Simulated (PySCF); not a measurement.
SMILES C[SiH2]O[SiH2]OB(C)C, GFN2-xTB optimised geometry.

```
21

Si    -0.45    -2.80    -2.82
C     -0.55    -1.08    -3.60
O      0.29    -2.72    -1.37
Si     0.72    -1.98     0.00
O      0.09    -0.50     0.00
B      0.02     0.82    -0.13
C      1.35     1.70    -0.23
C     -1.41     1.52    -0.19
H     -1.79    -3.35    -2.57
H      0.40    -3.71    -3.59
H      0.45    -0.67    -3.78
H     -1.07    -1.10    -4.55
H     -1.07    -0.38    -2.95
H      0.07    -2.66     1.11
H      2.18    -1.98     0.00
H      2.21     1.19     0.19
H      1.57     1.90    -1.27
H      1.25     2.66     0.26
H     -1.45     2.28    -0.97
H     -2.21     0.81    -0.37
H     -1.62     2.02     0.75
```

Density from B3LYP/def2-SVP (PySCF) at that geometry.

Minimum of the electron density along straight lines between bonded atoms, close to the bond critical point (lines longer than 1.1 times the sum of covalent radii, or with two minima, are not listed):

| bond | length / Å | ρ at the minimum / e bohr⁻³ | ∇²ρ there / e bohr⁻⁵ | position (fraction from the first atom) |
|---|---|---|---|---|
| Si1–C2 | 1.897 | 0.113 | 0.32 | 0.38 |
| Si1–O3 | 1.626 | 0.124 | 1.06 | 0.42 |
| O3–Si4 | 1.617 | 0.128 | 1.10 | 0.59 |
| Si4–O5 | 1.606 | 0.130 | 1.14 | 0.42 |
| O5–B6 | 1.325 | 0.210 | 1.32 | 0.67 |
| B6–C7 | 1.594 | 0.178 | -0.20 | 0.32 |
| B6–C8 | 1.594 | 0.178 | -0.20 | 0.32 |
| Si1–H9 | 1.466 | 0.118 | 0.34 | 0.49 |
| Si1–H10 | 1.464 | 0.119 | 0.33 | 0.49 |
| C2–H11 | 1.087 | 0.272 | -0.97 | 0.62 |
| C2–H12 | 1.086 | 0.272 | -0.97 | 0.62 |
| C2–H13 | 1.087 | 0.272 | -0.97 | 0.62 |
| Si4–H14 | 1.457 | 0.122 | 0.33 | 0.49 |
| Si4–H15 | 1.461 | 0.121 | 0.34 | 0.49 |
| C7–H16 | 1.087 | 0.272 | -0.97 | 0.62 |
| C7–H17 | 1.089 | 0.268 | -0.93 | 0.62 |
| C7–H18 | 1.087 | 0.272 | -0.97 | 0.62 |
| C8–H19 | 1.088 | 0.271 | -0.96 | 0.62 |
| C8–H20 | 1.087 | 0.273 | -0.98 | 0.62 |
| C8–H21 | 1.089 | 0.268 | -0.94 | 0.62 |
